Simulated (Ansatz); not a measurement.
Start from `N#[C][Ge]([F])([Cl])[Cl]` and change one atom or group to get `[F][Ge]([Cl])([Cl])[I]`.

Ansatz, PBE0-D4/def2-TZVP geometries, multiplicity 1. 

Elements past krypton have def2 core potentials. Scalar relativity is left out up to krypton.

```csv
property,`N#[C][Ge]([F])([Cl])[Cl]`
HOMO–LUMO gap (PBE0/def2-TZVPP) / eV,8.41
"ideal-gas entropy at 298 K and 1 bar (rigid rotor, harmonic PBE0-D4/def2-TZVP) / J/(mol·K)",374
LUMO energy (ωB97M-V/def2-TZVPP) / eV,0.29
HOMO energy (B3LYP/def2-TZVPP) / eV,-9.95
HOMO–LUMO gap (PBE/def2-TZVPP) / eV,5.92
HOMO energy (PBE0/def2-TZVPP) / eV,-10.25
```

**Question.** Give the same properties after the change, and the shifts. (An estimate is asked.)

**Answer.** Ansatz gave: 
```tsv
property	`[F][Ge]([Cl])([Cl])[I]`	shift
HOMO–LUMO gap (PBE0/def2-TZVPP) / eV	6.00	-2.41
ideal-gas entropy at 298 K and 1 bar (rigid rotor, harmonic PBE0-D4/def2-TZVP) / J/(mol·K)	379	5
LUMO energy (ωB97M-V/def2-TZVPP) / eV	-0.57	-0.86
HOMO energy (B3LYP/def2-TZVPP) / eV	-8.28	1.67
HOMO–LUMO gap (PBE/def2-TZVPP) / eV	3.92	-2.00
HOMO energy (PBE0/def2-TZVPP) / eV	-8.55	1.70
```

With PBE0 the HOMO rises by 1.70 eV and the LUMO falls by 0.70 eV, so the gap narrows by about 2.40 eV. PBE moves the HOMO by 1.43 eV and ωB97M-V by 1.83 eV. The zero-point energy changes by -19.8 kJ/mol with -3 modes.

B3LYP here is the variant with VWN-RPA as its local correlation; programs differ in this.

Spin–orbit coupling is left out; it splits and shifts lone-pair levels of the heavy atoms by tenths of an eV.
